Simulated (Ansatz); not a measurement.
**Energy profile**

The step: SiN₂H₅Cl ([NH2][SiH]([NH2])[Cl]) → SiNH₂Cl ([NH][SiH][Cl]) + NH₃ (still joined by a long Si–N bond); bonds formed: N2–H4; bonds broken: N3–H4; bonds weakened to dative contacts: Si1–N2 (atoms numbered as in the saddle structure below).

```
atom    x (Å)    y (Å)    z (Å)
 Si1  -0.3275  -0.7045   0.1395
  N2   0.1651   1.0504   0.4589
  N3   0.0915  -0.3949  -1.4080
  H4   0.3963   0.8450  -0.7058
  H5  -1.7045  -0.9234   0.6401
 Cl6   0.8334  -1.8617   1.4089
  H7   0.9604   1.2163   1.0636
  H8  -0.5617   1.7323   0.6393
  H9   0.1470  -0.9595  -2.2365
```

Electronic energies by CCSD(T) at an estimated basis limit (MP2 extrapolated from triple and quadruple zeta, plus CCSD(T) − MP2 in triple zeta), on PBE0-D4/def2-TZVP structures; SiN2H5Cl, singlet; no counterpoise correction. Ansatz 0.2.0; basis: def2-TZVPP and def2-QZVPP; cores frozen in the correlated methods. Extrapolation: Hartree–Fock as exp(−7.88 √X), correlation as X^−2.97.

(1) Give the profile in kJ/mol, counted from the start structure. (Judge from chemistry; the value comes from the calculation.)

The T1 diagnostic stays at or below 0.017.

Answers

(1) The calculation gives:
```tsv
point	kJ/mol
start structure	0.0
saddle	221.3
end structure	186.4
separated: SiNH2Cl (linked as [NH][SiH][Cl]; Si1, N3, H5, Cl6, H9; singlet) + NH3 (N2, H4, H7, H8; singlet)	293.3
```

For scale, one of the runs: CCSD(T)/def2-TZVPP, 216 basis functions, launched by `ansatz run in.yaml --threads 4 --pin off --events-out ev --progress --plain --max-ram 9574MiB`. Time: 110 s of wall clock on 4 CPU threads of an AMD EPYC; the host was shared. Peak host memory: 3.1 GiB.
